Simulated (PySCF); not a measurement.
C₃H₂N (SMILES C=[C]C#N), doublet, geometry from GFN2-xTB; B3LYP/STO-3G in PySCF.

Input for PySCF:
```python
from pyscf import gto, scf, dft

mol = gto.M(
    atom='''
C    -0.158959   -1.796968    0.018370
C    -0.045222   -0.511216    0.005226
C     0.071111    0.803887   -0.008218
H    -1.121456   -2.295012    0.006445
H     0.701195   -2.455879    0.042123
N     0.174097    1.968096   -0.020120
''',
    basis='sto-3g',
    charge=0,
    spin=1,
    verbose=5,
)

mf = dft.UKS(mol)
mf.xc = 'b3lyp'
mf.kernel()
```

Output, abridged:

```
PySCF version 2.14.0

[INPUT] verbose = 5
[INPUT] max_memory = 4000
[INPUT] num. atoms = 6
[INPUT] num. electrons = 27
[INPUT] charge = 0
[INPUT] spin (= nelec alpha-beta = 2S) = 1
[INPUT] symmetry False subgroup None
[INPUT] Mole.unit = angstrom
[INPUT] Symbol           X                Y                Z      unit          X                Y                Z       unit  Magmom
[...]
[INPUT] ---------------- BASIS SET ----------------
[INPUT] l, kappa, [nprim/nctr], expnt,             c_1 c_2 ...
[INPUT] H
[...]
                                0.62391373        0.53532814
                                0.1688554         0.44463454
[INPUT] C
[...]
                                13.045096         0.53532814
                                3.5305122         0.44463454
[...]
                                0.6834831         0.39951283
                                0.2222899         0.70011547
[...]
                                0.6834831         0.60768372
                                0.2222899         0.39195739
[INPUT] N
[...]
                                18.052312         0.53532814
                                4.8856602         0.44463454
[...]
                                0.8784966         0.39951283
                                0.2857144         0.70011547
[...]
                                0.8784966         0.60768372
                                0.2857144         0.39195739

nuclear repulsion = 83.0784117030029
number of shells = 14
number of NR pGTOs = 66
number of NR cGTOs = 22
basis = sto-3g
ecp = {}

******** <class 'pyscf.dft.uks.UKS'> ********
method = UKS
initial guess = minao
damping factor = 0
level_shift factor = 0
DIIS = <class 'pyscf.scf.diis.CDIIS'>
diis_start_cycle = 1
diis_space = 8
diis_damp = 0
SCF conv_tol = 1e-09
SCF conv_tol_grad = None
SCF max_cycles = 50
direct_scf = True
direct_scf_tol = 1e-13
number electrons alpha = 14  beta = 13
XC library pyscf.dft.libxc version 7.1.2
    S. Lehtola, C. Steigemann, M. J. T. Oliveira, and M. A. L. Marques,  SoftwareX 7, 1–5 (2018)
XC functionals = b3lyp
    P. J. Stephens, F. J. Devlin, C. F. Chabalowski, and M. J. Frisch,  J. Phys. Chem. 98, 11623 (1994)
radial grids:
    Treutler-Ahlrichs [JCP 102, 346 (1995); DOI:10.1063/1.469408] (M4) radial grids

becke partition: Becke, JCP 88, 2547 (1988); DOI:10.1063/1.454033
pruning grids: <function nwchem_prune>
grids dens level: 3
symmetrized grids: False
atomic radii adjust function: <function treutler_atomic_radii_adjust>
small_rho_cutoff = 0
Set gradient conv threshold to 3.16228e-05
atom C rad-grids = 75, ang-grids = [ 50  50  50  50  50  50  50  50  50  50  50  50  50  50  50  50  50  50
  50  50  50  50  86  86  86  86  86  86  86  86  86  86 266 266 266 266
 266 266 302 302 302 302 302 302 302 302 302 302 302 302 302 302 302 302
 302 302 302 302 266 266 266 266 266 266 266 266 266 266 266 266 266 266
 266 266 266]
atom H rad-grids = 50, ang-grids = [ 50  50  50  50  50  50  50  50  50  50  50  50  50  50  50  86  86  86
  86 266 266 266 266 266 302 302 302 302 302 302 302 302 302 302 302 302
 302 266 266 266 266 266 266 266 266 266 266 266 266 266]
atom N rad-grids = 75, ang-grids = [ 50  50  50  50  50  50  50  50  50  50  50  50  50  50  50  50  50  50
  50  50  50  50  50  86  86  86  86  86  86  86  86  86  86 266 266 266
 266 266 266 266 302 302 302 302 302 302 302 302 302 302 302 302 302 302
 302 302 302 302 302 302 266 266 266 266 266 266 266 266 266 266 266 266
 266 266 266]
tot_boxes 1728, boxes in each direction [10 14  7]
Padding 0 grids
tot grids = 75872
nelec by numeric integration = [13.41446758 13.41446758]
E1 = -390.2089664981219  E2 = 138.44673376911146  Ecoul = 162.41520769570772  Exc = -23.96847392659626
init E= -168.683821026008
cond(S) = 14.255817793928658

  alpha mo_energy =
[-14.2328145  -10.05032635 -10.03800723 -10.03364272  -0.99273809
  -0.86152009  -0.68272763  -0.48559611  -0.44509952  -0.37997053
[...]
nelec by numeric integration = [13.99999898 12.99999863]
E1 = -390.45610635610467  E2 = 139.40227989735126  Ecoul = 163.247875827168  Exc = -23.845595929816753
cycle= 9 E= -167.97541475575  delta_E= -9.93e-06  |g|= 0.000298  |ddm|= 0.0127
  alpha mo_energy =
[-14.16903763 -10.06688571 -10.05583499 -10.05452963  -0.90385712
  -0.77989139  -0.65327308  -0.4841287   -0.45346037  -0.35768421
  -0.34780185  -0.30945741  -0.24581287  -0.17736161   0.0189477
   0.16919608   0.23486158   0.3255575    0.41929121   0.4986769
   0.70572127   1.1119036 ]
  beta  mo_energy =
[-14.16183808 -10.07059905 -10.05752265 -10.04398025  -0.88710387
  -0.76048447  -0.64374338  -0.47500167  -0.43651841  -0.35061238
  -0.31825102  -0.29216547  -0.2407402   -0.03275993   0.02411497
   0.20820585   0.24401029   0.34510376   0.42636296   0.51436855
   0.71716796   1.12161961]
multiplicity <S^2> = 0.7851351  2S+1 = 2.0348318
nelec by numeric integration = [13.99999898 12.99999863]
E1 = -390.4563077143687  E2 = 139.4024807761682  Ecoul = 163.2481633114947  Exc = -23.84568253532648
cycle= 10 E= -167.975415235198  delta_E= -4.79e-07  |g|= 8.01e-05  |ddm|= 0.0028
  alpha mo_energy =
[-14.16902931 -10.06688759 -10.05583065 -10.05452085  -0.90383318
  -0.77989727  -0.65328004  -0.48412855  -0.45346175  -0.3576944
  -0.34778668  -0.30944265  -0.24579654  -0.1773666    0.01896686
   0.16919875   0.23484763   0.32554402   0.41929626   0.49868009
   0.70572642   1.11190336]
  beta  mo_energy =
[-14.16184209 -10.07059521 -10.05752848 -10.04395738  -0.88710416
  -0.76048105  -0.64374574  -0.47499865  -0.43651558  -0.35059847
  -0.31825599  -0.29217747  -0.24075375  -0.03274851   0.02410377
   0.20820417   0.24402836   0.34511554   0.42636236   0.5143704
   0.71717277   1.12162401]
multiplicity <S^2> = 0.78518494  2S+1 = 2.0348808
nelec by numeric integration = [13.99999898 12.99999863]
E1 = -390.45630464105056  E2 = 139.40247767362033  Ecoul = 163.24817225093517  Exc = -23.84569457731484
cycle= 11 E= -167.975415264427  delta_E= -2.92e-08  |g|= 1.4e-05  |ddm|= 0.000592
  alpha mo_energy =
[-14.16902439 -10.0668907  -10.05583345 -10.05452198  -0.90383072
  -0.77989907  -0.65328202  -0.48413028  -0.45346319  -0.35769684
  -0.34778641  -0.30943852  -0.24579399  -0.17736604   0.01896919
   0.1691979    0.23484464   0.32554127   0.41929516   0.49867895
   0.70572551   1.11190232]
  beta  mo_energy =
[-14.16183894 -10.07059724 -10.05753098 -10.04395875  -0.88710454
  -0.76048264  -0.64374637  -0.47500003  -0.43651696  -0.35059678
  -0.31825574  -0.29217626  -0.24075721  -0.0327494    0.02410071
   0.20820433   0.24403053   0.34511621   0.42636112   0.51436896
   0.71717208   1.12162321]
multiplicity <S^2> = 0.78518397  2S+1 = 2.0348798
nelec by numeric integration = [13.99999898 12.99999863]
E1 = -390.45631260336046  E2 = 139.4024856352953  Ecoul = 163.24817848805574  Exc = -23.84569285276045
cycle= 12 E= -167.975415265062  delta_E= -6.35e-10  |g|= 9.42e-06  |ddm|= 6.95e-05
  alpha mo_energy =
[-14.16903263 -10.06688457 -10.055829   -10.05451952  -0.90383231
  -0.77989642  -0.65327901  -0.48412854  -0.45346178  -0.35769609
  -0.34778679  -0.30944254  -0.24579301  -0.1773654    0.01897041
   0.1691986    0.23484568   0.32554369   0.41929606   0.49868031
   0.7057269    1.1119045 ]
  beta  mo_energy =
[-14.16184719 -10.070591   -10.05752873 -10.04395427  -0.88710554
  -0.76048057  -0.6437432   -0.47499843  -0.43651605  -0.35059497
  -0.31825467  -0.29218021  -0.24075717  -0.03274901   0.02410047
   0.20820501   0.24403257   0.34511872   0.42636182   0.51437005
   0.71717349   1.12162542]
multiplicity <S^2> = 0.78518506  2S+1 = 2.0348809
nelec by numeric integration = [13.99999898 12.99999863]
E1 = -390.4562889520869  E2 = 139.40246198414636  Ecoul = 163.248157894119  Exc = -23.84569590997264
Extra cycle  E= -167.975415264938  delta_E= 1.25e-10  |g|= 2.02e-05  |ddm|= 3.41e-05
converged SCF energy = -167.975415264938  <S^2> = 0.78518506  2S+1 = 2.0348809
```
